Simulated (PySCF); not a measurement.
CH6N (SMILES C[NH3+]), charge +1, singlet, at a GFN2-xTB geometry. Base run: DF-M06L/aug-cc-pVDZ in PySCF.

PySCF was given this input:
```python
from pyscf import gto, scf, dft

mol = gto.Mole()
mol.atom = '''
    C     0.010833    0.778962    0.017184
    N    -0.009805   -0.705015   -0.015553
    H    -1.005209    1.167112    0.002103
    H    -0.515861   -1.076477    0.799772
    H    -0.477238   -1.040205   -0.868773
    H     0.506174    1.125813    0.921374
    H     0.547114    1.164260   -0.847210
    H     0.948655   -1.079167   -0.001500
'''
mol.basis = 'aug-cc-pvdz'
mol.charge = 1
mol.spin = 0
mol.verbose = 4
mol.build()

mf = dft.RKS(mol)
mf.xc = 'm06l'
mf = mf.density_fit(auxbasis='def2-universal-jkfit')
mf.kernel()
mf.analyze()
```

The base run was repeated with changes; each row names its change, and settings that it needs were set with it.

| change | ΔE vs base (µEh) | grid points | electrons on the grid |
|---|---|---|---|
| base | 0.0 | 86872 | 18.00000 |
| grids.level = 2 | 6.2 | 54432 | 18.00000 |
| grids.level = 7 | -44.8 | 472432 | 18.00000 |
| small_rho_cutoff = 0 | 0.0 | 86872 | 18.00000 |
| grids.level = 1 | -342 | 25136 | 18.00022 |
| grids.radi_method = gauss_chebyshev | 12.1 | 85392 | 18.00000 |
| grids.level = 4 | -45.8 | 150736 | 18.00000 |
| grids.prune = off | -1.1 | 135904 | 18.00000 |
| grids.atom_grid = (150, 974) | -44.8 | 653520 | 18.00000 |
| grids.becke_scheme = stratmann | 3.0 | 86872 | 18.00000 |
| grids.level = 0 | -6735 | 5872 | 18.00306 |
